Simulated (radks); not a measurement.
The numbers below are computed, except where a source is named.
Dynamic dipole polarisability and lines of the cerium ion Ce22+, [Kr]. Level of theory: scalar-relativistic Kohn-Sham, LB94 model potential, spin-unpolarised, spherical densities, finite nucleus; Fermi nuclear charge, rms radius of each element as measured or else 0.836 A^(1/3) + 0.57 fm (a radial shooting solver on a logarithmic mesh with Libxc functionals). Time-dependent linear response with the Hartree and adiabatic LDA kernel, continuum included through the Sternheimer equations, no spin-orbit coupling, so fine structure and intercombination lines are absent. Lines are the poles of the dipole polarisability below minus the highest occupied eigenvalue, found on a grid refined at the orbital gaps; the lowest seven at most are given, and weak or close lines can be missed. The first line takes the name of the lowest orbital gap if no other gap lies below it; otherwise a line is named after a gap within 0.6 % of it, if that gap stands alone.

| photon energy (eV) | alpha (bohr^3) |
|---|---|
| 0 | 0.1800 |
| 37.309 | 0.1937 |
| 87.053 | 0.3003 |
| 136.80 | -2.594 |
| 186.54 | -0.1368 |
| 236.29 | -0.03983 |
| 286.03 | 0.04248 |
| 335.78 | -0.01628 |
| 385.52 | -0.1128 |
| 435.27 | -0.02106 |
| 485.01 | -0.005767 |
| 534.76 | -0.006902 |
| 584.50 | -0.03353 |
| 634.24 | -0.001586 |
| 683.99 | 0.006278 |
| 733.73 | -0.03425 |

Lines (eV, oscillator strength): 132.83 (9.334 nm, 4p-4d), f = 3.78; 298.63 (4.152 nm, 4p-5s), f = 0.641; 380.20 (3.261 nm, 4p-5d), f = 0.616; 408.35 (3.036 nm, 4s-5p), f = 0.308; 466.57 (2.657 nm, 4p-6s), f = 0.134; 509.04 (2.436 nm, 4p-6d), f = 0.293; 560.02 (2.214 nm, unassigned), f = 0.111. Higher lines, where found, are left out when the end of the mesh affects them. Those listed give 95 % of the static polarisability (sum of f/w^2). Orbital energy gaps for comparison: 4p-4d 108.20 eV; 4p-5s 297.93 eV; 4p-5d 378.93 eV; 4s-5p 407.28 eV; 4p-6s 466.23 eV.
